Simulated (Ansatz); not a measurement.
`FC(F)(Cl)C(F)(F)Cl` + H₂ → `FC(F)Cl` + `FC(F)Cl` at 600 K and 1 bar (hydrogenolysis of a C–C bond).

Calculated with Ansatz (gas phase, PBE0-D4/def2-TZVP geometries, no zero-point term in ΔE). CCSD(T)/CBS adds triple-zeta CCSD(T) − MP2 to the extrapolated MP2 energy (def2 sets, frozen cores). This one scheme is used for every species. One conformer a species, not always the lowest.

```tsv
species	CCSD(T)/CBS energy (Eh)	H − E (kJ/mol)	S (J/(mol·K))
`FC(F)(Cl)C(F)(F)Cl`	-1394.80585	131.4	455.0
H₂	-1.17544	43.9	150.8
`FC(F)Cl`	-698.00348	94.8	327.8
`FC(F)Cl`	-698.00348	94.8	327.8
```

H − E and S are ideal-gas, rigid-rotor, harmonic terms from PBE0-D4/def2-TZVP, for one conformer and one mirror image of each species. The MP2-based limit puts H₂ 0.8 mEh under its directly extrapolated value; such offsets cancel only in part. 1 Eh = 2625.50 kJ/mol, R = 8.31446 J/(mol·K).

Problem. By hand: ΔE, ΔH, ΔS and ΔG.

Solution. ΔE = (-698.00348) + (-698.00348) − (-1394.80585) − (-1.17544) = -0.02567 Eh = -67.4 kJ/mol. Δ(H − E) = 94.8 + 94.8 − 131.4 − 43.9 = 14.3, so ΔH = -53.1 kJ/mol. ΔS = 327.8 + 327.8 − 455.0 − 150.8 = 49.8 J/(mol·K). ΔG = -53.1 − 600 × (49.8)/1000 = -83.0 kJ/mol.

Problem. By hand: the equilibrium constant, and the temperature at which ΔG would vanish if ΔH and ΔS stayed fixed.

Solution. log₁₀ K = −ΔG/(RT ln 10) = 7.2. ΔH and −TΔS have one sign here, so there is no such temperature.

TΔS isn't small against ΔH here. A doubt of 5 kJ/mol in ΔE shifts log₁₀ K by 0.4 here. Other conformers and mirror images would add mixing entropy, several J/(mol·K) or more a flexible species. These are equilibria of isolated gas molecules and say nothing of rates. Largest T1 diagnostic: 0.012 (customary marks: 0.02 for closed shells, 0.045 for open ones).
